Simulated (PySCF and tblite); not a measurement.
Values are calculated unless marked as measured or tabulated.
C₉H₁₂, numbered as in [CH:1]#[C:2][C@H:3]1[C@H:4]2[CH2:5][CH2:6][CH2:7][CH2:8][C@@H:9]12.

Geometries GFN2-xTB; weights from PBE0-D3(BJ)/pcSseg-1 (IEF-PCM, cyclohexane) energies and GFN2-xTB thermal corrections, with symmetry numbers and mirror pairs. Conformers within 3 kcal/mol (GFN2-xTB free energy) were kept, 5 at most. Run with PySCF (density fitting) and tblite.

The 6-ring runs over atoms 4–5–6–7–8–9. Of a mirror pair one member is shown.

```tsv
conformer	shape	symmetry
1	6-ring half-chair (ring torsions -55, 68, -45, 13, -2, 23°)	C1 (pair)
2	6-ring boat (ring torsions -51, 0, 51, -52, 0, 52°)	Cs
```

Question: Which of these conformers is the most populated at 298.15 K, and with what share?

Answer: Conformer 1, about 100 %.

Question: Give the DFT energies and free energies relative to the lowest, and all weights.

Answer: 
```csv
conformer,shape,E(DFT) kcal/mol,G(298.15 K) kcal/mol,weight %
1,"6-ring half-chair (ring torsions -55, 68, -45, 13, -2, 23°)",0.00,0.00,99.6
2,"6-ring boat (ring torsions -51, 0, 51, -52, 0, 52°)",3.07,3.25,0.4
```

Question: How does its share change from 200 K to 400 K?

Answer: From 100 % to 99 %; the mixing entropy goes from 1.38 to 1.51 cal/(mol K).
